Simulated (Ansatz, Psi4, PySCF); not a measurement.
thiooxirane (C₂H₄S), singlet, at a GFN2-xTB geometry. Base run: HF/def2-SVP (PySCF).

PySCF was given this input:
```python
from pyscf import gto, scf

mol = gto.Mole()
mol.atom = '''
    C     0.011731   -0.727088   -0.798507
    S     0.002623   -0.013849    0.853379
    C    -0.016566    0.752614   -0.774407
    H    -0.888815   -1.259810   -1.072144
    H     0.930506   -1.224936   -1.077171
    H     0.882335    1.294024   -1.036144
    H    -0.936987    1.259150   -1.031117
'''
mol.basis = 'def2-svp'
mol.charge = 0
mol.spin = 0
mol.verbose = 3
mol.build()

mf = scf.RHF(mol)
mf.kernel()
```

The same geometry, method and basis name were run in Ansatz (a quantum-chemistry and plane-wave program) and Psi4 and PySCF, at each program's defaults and at the settings that a row names. The base is PySCF at its defaults. Differences at the defaults can come from grids, fitting, cores and function types together.

```tsv
code and settings	ΔE vs base (mEh)	basis functions	E (Eh)	SCF cycles	dipole (D)
PySCF, defaults (exact integrals, spherical functions)	0.000	66	-475.37930	10	2.08
Psi4, defaults (density fitting with its default set, spherical functions)	0.063	66	-475.37924	8	2.08
Ansatz, defaults (factorised integrals, spherical functions)	0.002	66	-475.37930	-	-
PySCF, density fitting with def2-universal-jkfit	0.063	66	-475.37924	10	2.08
Psi4, exact integrals, spherical functions	0.000	66	-475.37930	10	2.08
Ansatz, high accuracy	0.000	66	-475.37930	-	-
```
